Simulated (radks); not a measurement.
Results of a calculation; reference values are marked as such.
Isoelectronic series with 13 electrons, each ion in its NIST ground configuration. Code: a radial shooting solver on a logarithmic mesh with Libxc functionals. Model: scalar-relativistic Kohn-Sham, SCAN, spin-polarised, spherical densities, finite nucleus; open shells are filled with parallel spins first; meta-GGA in the generalised Kohn-Sham scheme; Fermi nuclear charge, rms radius of each element as measured or else 0.836 A^(1/3) + 0.57 fm. Total energies (hartree) and orbital eigenvalues (hartree):

| ion | configuration | E (hartree) | 3p up | 3s down |
|---|---|---|---|---|
| S3+ | [Ne] 3s2 3p1 | -396.74295 | -1.50974 | -1.89227 |
| Ti9+ | [Ne] 3s2 3p1 | -823.98867 | -7.51251 | -8.35823 |
| Mn12+ | [Ne] 3s2 3p1 | -1097.76561 | -12.05236 | -13.14654 |
| Ni15+ | [Ne] 3s2 3p1 | -1412.10115 | -17.61252 | -18.97283 |
| Se21+ | [Ne] 3s2 3p1 | -2164.22073 | -31.80502 | -33.77524 |
